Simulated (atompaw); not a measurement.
## Scattering properties, PAW (atompaw) potential for Hf (Z = 72)

```
Element                 : Hf (Z = 72)
Generator               : atompaw 4.2.0.5
Type                    : PAW
Functional              : PBEsol
Relativity              : scalar-relativistic
Frozen core             : [Kr] 4d10 4f14
Valence charge          : 12
Reference configuration : 5s2 5p6 5d2 6s1 6p1
Partial waves           : 5s (bound): rc 1.85 bohr; 6s (bound): rc 1.60 bohr; 5p (bound): rc 1.90 bohr; 6p (bound): rc 2.00 bohr; 5d (bound): rc 2.00 bohr; 5d channel at 3.9 Ry: rc 2.00 bohr; 5f channel at 0.2 Ry: rc 1.80 bohr
Local potential         : troulliermartins scheme with l = 4 at 0 Ry, radius 1.65 bohr
Core correction         : smooth core density matched at 1.54 bohr
Augmentation charge     : sinc compensation charge, radius 1.85 bohr; PAW radius 2.00 bohr; waves and projectors: modrrkj vanderbiltortho
```

The phase is arctan(r·u′/u) with u = r·R(r), unwrapped; energies in Ry, scanned from -7 to 5 Ry. A pole is an energy at which the radial function vanishes at the test radius. The pseudo phase is shifted by a multiple of π to meet the all-electron one at the reference energy, and phase errors are pseudo minus all-electron; the curves can meet again beyond the range given. Levels narrower than the energy grid can be missing from the lists of poles.

```tsv
channel	radius (bohr)	reference energy (Ry)	poles, all-electron	poles, pseudo	unbroken range about the reference energy with phases within 0.05 rad	phase error 1 Ry above the reference energy (rad)
s	2.01	-0.44	-4.65	-4.65	the whole range	+0.001
p	2.01	-0.15	-1.87	-1.87	below 3.8	-0.000
d	2.01	-0.29	2.10	1.15	-0.4 to -0.2	-0.137
f	2.01	0.20	-1.27	none	not even at the reference energy	+0.184
```

Note: ghost state, extra bound levels that the all-electron valence spectrum of the same l lacks: s at -340.9 eV. A true bound ghost makes a file unfit for plane-wave use.

Phases in the p channel:

```
E (Ry)  all-electron  pseudo
 -7.00         1.339   1.339
 -6.76         1.332   1.331
 -6.52         1.323   1.323
 -6.28         1.314   1.314
 -6.04         1.304   1.304
 -5.80         1.292   1.292
 -5.56         1.278   1.278
 -5.32         1.261   1.261
 -5.08         1.241   1.241
 -4.84         1.216   1.216
 -4.60         1.183   1.183
 -4.36         1.139   1.138
 -4.12         1.075   1.075
 -3.88         0.975   0.974
 -3.64         0.797   0.797
 -3.40         0.433   0.433
 -3.16        -0.264  -0.264
 -2.92        -0.911  -0.911
 -2.68        -1.233  -1.233
 -2.44        -1.395  -1.395
 -2.20        -1.489  -1.489
 -1.96        -1.552  -1.552
 -1.72        -1.597  -1.597
 -1.48        -1.632  -1.632
 -1.24        -1.661  -1.661
 -1.00        -1.686  -1.686
 -0.76        -1.709  -1.709
 -0.52        -1.730  -1.730
 -0.28        -1.750  -1.750
 -0.04        -1.770  -1.770
  0.20        -1.790  -1.790
  0.44        -1.811  -1.811
  0.68        -1.834  -1.834
  0.92        -1.858  -1.859
  1.16        -1.886  -1.886
  1.40        -1.916  -1.917
  1.64        -1.952  -1.953
  1.88        -1.994  -1.995
  2.12        -2.044  -2.046
  2.36        -2.106  -2.110
  2.60        -2.185  -2.190
  2.84        -2.286  -2.295
  3.08        -2.420  -2.435
  3.32        -2.599  -2.624
  3.56        -2.832  -2.870
  3.80        -3.113  -3.164
  4.04        -3.408  -3.465
  4.28        -3.671  -3.727
  4.52        -3.881  -3.930
  4.76        -4.039  -4.082
  5.00        -4.157  -4.195
```
